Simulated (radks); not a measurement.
Q: Tl60+, 21 electrons, occupied as [Ar] 3d3. Calculated with a radial shooting solver on a logarithmic mesh with Libxc functionals: Dirac Kohn-Sham, PBEsol, spin-unpolarised, spherical densities, finite nucleus; open shells fill j = l - 1/2 first; Fermi nuclear charge, rms radius 5.4759 fm. Some entries of the table are withheld. Estimate them.

orbital  occ.  eigenvalue (eV)  <r^2> (bohr^2)  <r> (bohr)
1s1/2       2        -89760.97       0.0003692     0.01633
2s1/2       2        -19445.54        0.005478         (1)
2p1/2       2        -18878.41        0.003857     0.05554
2p3/2       4        -16789.21        0.005002     0.06416
3s1/2       2        -7406.782         0.03243         (2)
3p1/2       2        -7179.625         0.02907      0.1580
3p3/2       4        -6652.172         0.03406      0.1715
3d3/2       3        -6322.611         0.02512         (3)
3d5/2       0        -6203.788         0.02643         (4)
4s1/2       0        -3832.079          0.1165      0.3213
4p1/2       0        -3733.220          0.1120      0.3139
4p3/2       0        -3534.854          0.1253      0.3323
4d3/2       0        -3396.197          0.1120      0.3125
4d5/2       0        -3350.399          0.1156      0.3177
4f5/2       0        -3219.195         0.08749      0.2797
4f7/2       0        -3202.199         0.08892      0.2821

A: 
(1) 2s1/2 <r> (bohr): 0.06767
(2) 3s1/2 <r> (bohr): 0.1682
(3) 3d3/2 <r> (bohr): 0.1472
(4) 3d5/2 <r> (bohr): 0.1513
